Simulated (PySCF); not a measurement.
Species: C4H10O3Si.
Atom-mapped SMILES: `[CH3:1][O:2][CH2:3][SiH:4]1[O:5][CH2:6][CH2:7][O:8]1` (hydrogens: H9, H10, H11 on C1; H12, H13 on C3; H14 on Si4; H15, H16 on C6; H17, H18 on C7)

All values: CAM-B3LYP/def2-SVPD (PySCF, non-relativistic), on one gas-phase PBE0-D3(BJ)/def2-SVP geometry that isn't relaxed in the solvent. The solvent is an IEF-PCM continuum (van der Waals radii × 1.2), and excitations are vertical TDDFT with non-equilibrium linear response and a frozen core. Specific hydrogen bonds and non-electrostatic terms are outside this model.

Gas-phase singlets (H = HOMO, L = LUMO):

```json
{"state": "S1", "E (eV)": "7.222", "λ (nm)": "172", "f": "0.023", "leading configurations": "H→L 77%"}
{"state": "S2", "E (eV)": "7.430", "λ (nm)": "167", "f": "0.003", "leading configurations": "H-1→L+2 64%, H-2→L 8%"}
{"state": "S3", "E (eV)": "7.589", "λ (nm)": "163", "f": "0.000", "leading configurations": "H-1→L 31%, H-2→L+2 20%"}
{"state": "S4", "E (eV)": "7.690", "λ (nm)": "161", "f": "0.004", "leading configurations": "H-2→L+1 28%, H-2→L 25%"}
{"state": "S5", "E (eV)": "7.887", "λ (nm)": "157", "f": "0.023", "leading configurations": "H-2→L+2 28%, H→L+1 16%"}
```

**Question.** What are the lowest 5 singlets in acetonitrile (ε = 35.69)?

**Answer.** 
```
state  E (eV)  λ (nm)      f  leading configurations  change by rank (eV)
   S1   7.210     172  0.015      H→L 69%, H→L+2 10%               -0.012
   S2   7.415     167  0.004  H-1→L+1 67%, H-2→L 17%               -0.015
   S3   7.557     164  0.001  H-1→L 59%, H-2→L+1 18%               -0.032
   S4   7.715     161  0.003  H-2→L 54%, H-1→L+1 17%               +0.025
   S5   7.963     156  0.017  H-2→L+1 49%, H→L+1 15%               +0.076
```

**Question.** How do the frontier levels move from gas to acetonitrile?

**Answer.** 
```
orbital  gas (eV)  solvent (eV)  change (eV)                    Löwdin shares, gas                Löwdin shares, solvent
 LUMO+2      1.72          1.77        +0.05  Si4 30 %, O8 16 %, H14 16 %, O5 14 %     C1 18 %, H10 7 %, Si4 7 %, O5 7 %
 LUMO+1      1.58          1.65        +0.07      C7 12 %, C1 9 %, Si4 8 %, C6 8 %  Si4 25 %, O8 19 %, O5 17 %, H14 14 %
   LUMO      1.25          1.26        +0.01   C1 18 %, Si4 16 %, C3 10 %, H12 6 %      Si4 22 %, C1 9 %, O5 9 %, O8 8 %
   HOMO     -9.17         -9.10        +0.07     O2 58 %, C1 10 %, C3 9 %, H10 5 %    O2 58 %, C1 11 %, C3 10 %, H10 5 %
 HOMO-1     -9.33         -9.36        -0.03   O5 34 %, C3 15 %, Si4 12 %, H14 8 %   O5 20 %, C3 19 %, Si4 15 %, O8 11 %
 HOMO-2     -9.37         -9.48        -0.11    O8 41 %, C7 13 %, O5 11 %, H17 8 %    O8 32 %, O5 22 %, C7 13 %, C6 10 %
 HOMO-3    -10.41        -10.47        -0.06    O8 19 %, C7 17 %, O5 16 %, C6 13 %    O8 17 %, C7 17 %, O5 15 %, C6 12 %
```

The HOMO–LUMO gap goes from 10.42 to 10.36 eV. Rows go by rank; for HOMO-2, HOMO-1, HOMO, LUMO, LUMO+1 and LUMO+2 the atom shares or the degeneracy differ between the runs, so the row needn't follow one orbital.
